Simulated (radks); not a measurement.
Problem. All-electron calculation, non-relativistic Kohn-Sham, LDA (Slater exchange, Perdew-Wang correlation), spin-unpolarised, spherical densities, point nucleus. Program: a radial shooting solver on a logarithmic mesh with Libxc functionals. Response by self-consistent Sternheimer equations with the Hartree and adiabatic LDA kernel. For heavy and open-shell atoms this level of theory can miss by tens of per cent. Rank Tb4+, Dy5+, Tm8+, Pm, Er7+, Eu2+, Ho6+, Sm+, Gd3+ (NIST ground configurations) by static dipole polarisability, largest first.

Solution. Pm 217.3, Sm+ 95.54, Eu2+ 8.802, Gd3+ 5.828, Tb4+ 4.394, Dy5+ 3.553, Ho6+ 2.917, Er7+ 2.426, Tm8+ 2.039 bohr^3.
